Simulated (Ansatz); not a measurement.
**Relative stability**

The two ends of one reaction step of SiH$_{2}$Cl$_{4}$O, singlet (PBE0-D4/def2-TZVP).

A:

| atom | x (Å) | y (Å) | z (Å) |
| --- | --- | --- | --- |
| Si1 | -0.6670 | 0.8749 | -0.0806 |
| Cl2 | 2.6722 | -2.0536 | -0.2454 |
| Cl3 | -2.2737 | 0.8095 | -1.3121 |
| Cl4 | -1.1670 | 1.9420 | 1.5667 |
| Cl5 | 0.9105 | 1.7052 | -1.0130 |
| H6 | 1.5504 | -1.4531 | -0.0355 |
| O7 | -0.1989 | -0.6299 | 0.3310 |
| H8 | -0.8265 | -1.1951 | 0.7890 |

B:

Si1  (0.339, 1.068, -0.720)
Cl2  (2.084, 0.070, -0.613)
Cl3  (-1.083, -0.072, -1.610)
Cl4  (-0.285, 1.633, 1.121)
Cl5  (0.598, 2.736, -1.841)
H6  (-0.745, -2.240, 0.591)
O7  (-0.162, -1.807, 1.218)
H8  (-0.746, -1.386, 1.854)
(Å)

Computed with Ansatz 0.2.0 (basis: def2-TZVPP); correlated methods freeze the cores. B3LYP uses VWN-RPA correlation.

Which structure is lower at CCSD(T), and by how much? (To be estimated.)

By the calculation: A, by 0.288 eV (electronic energy, against the other). By their contacts, A is a complex of SiHCl₃O ([OH][Si]([Cl])([Cl])[Cl]) + HCl and B is a complex of SiCl₄ ([Cl][Si]([Cl])([Cl])[Cl]) + H₂O.

All methods give the same order:

```json
{"method": "SPW92", "E(B) − E(A) (eV)": "0.288"}
{"method": "PBE-D4", "E(B) − E(A) (eV)": "0.175"}
{"method": "BLYP-D4", "E(B) − E(A) (eV)": "0.238"}
{"method": "r2SCAN-D4", "E(B) − E(A) (eV)": "0.241"}
{"method": "B97M-V", "E(B) − E(A) (eV)": "0.247"}
{"method": "PBE0-D4", "E(B) − E(A) (eV)": "0.195"}
{"method": "B3LYP-D4", "E(B) − E(A) (eV)": "0.255"}
{"method": "r2SCAN0-D4", "E(B) − E(A) (eV)": "0.246"}
{"method": "BHLYP-D4", "E(B) − E(A) (eV)": "0.277"}
{"method": "CAM-B3LYP-D4", "E(B) − E(A) (eV)": "0.320"}
{"method": "wB97X-V", "E(B) − E(A) (eV)": "0.236"}
{"method": "wB97M-V", "E(B) − E(A) (eV)": "0.218"}
{"method": "B2PLYP", "E(B) − E(A) (eV)": "0.297"}
{"method": "PBE-QIDH", "E(B) − E(A) (eV)": "0.240"}
{"method": "RPA on PBE", "E(B) − E(A) (eV)": "0.287"}
{"method": "HF", "E(B) − E(A) (eV)": "0.365"}
{"method": "MP2", "E(B) − E(A) (eV)": "0.238"}
{"method": "CCSD", "E(B) − E(A) (eV)": "0.306"}
{"method": "CCSD(T)", "E(B) − E(A) (eV)": "0.288"}
```

T1 diagnostic: at most 0.009.

Labels in which every atom is bracketed show which atoms are joined, not bond orders.

For scale, one of the runs: CCSD(T)/def2-TZVPP, 269 basis functions, launched by `ansatz run in.yaml --threads 8 --pin off --events-out ev --progress --plain --max-ram 19148MiB`. The run took 67 s on 8 CPU threads of an INTEL XEON PLATINUM 8581C (shared host), with 6.3 GiB of host memory at its peak.
